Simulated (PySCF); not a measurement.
## What settings do to a single point of TlF

The sound run of TlF (singlet) uses PySCF 2.14.0, RKS B3LYP, Tl def2-SVP with ECP60, F def2-SVP; non-relativistic Hamiltonian with scalar-relativistic core potentials where named; density fitting; no spin-orbit coupling, grid (50, 194), threshold 1e-8 Eh and 55 cycles, at the relaxed geometry:

```xyz
2

Tl    0.0000    0.0000   -0.1382
F     0.0000    0.0000    1.9663
```

There Tl1 has a Mulliken charge of 0.48 e and the dipole about the centre of mass is 3.62 D. Each run below changes one thing and starts from free metal ions and neutral atoms unless it says otherwise; with 55 cycles, smearing, a level shift and second-order steps follow where DIIS fails, and their cycles count. Energy shifts count from the sound run.

| change | outcome | cycles | energy shift (eV) | largest force component (eV/Å) | charge on Tl1 (e) | dipole about the centre of mass (D) |
| --- | --- | --- | --- | --- | --- | --- |
| start from a density of up to 30 smeared cycles (not counted) | converged | 6 | 0.0000 | 0.00 | 0.48 | 3.62 |

Task: One further run converged with energy shift (eV) -1.76, largest force component (eV/Å) 9.20, charge on Tl1 (e) 0.47, dipole about the centre of mass (D) 3.89. Which change was it?
A. grid (15, 26)
B. threshold 1e-06
C. cycle limit 3

Result: A.

Task: And the other changes listed?

Result: 
```json
{"change": "cycle limit 3", "outcome": "not converged", "cycles": "3", "energy shift (eV)": "–", "largest force component (eV/Å)": "–", "charge on Tl1 (e)": "–", "dipole about the centre of mass (D)": "–"}
{"change": "threshold 1e-06", "outcome": "converged", "cycles": "10", "energy shift (eV)": "0.0000", "largest force component (eV/Å)": "0.00", "charge on Tl1 (e)": "0.48", "dipole about the centre of mass (D)": "3.62"}
```

Unsound on purpose, so not properties of the compound: grid (15, 26).

Forces carry noise of the integration grid, about 0.01 to 0.03 eV/Å.
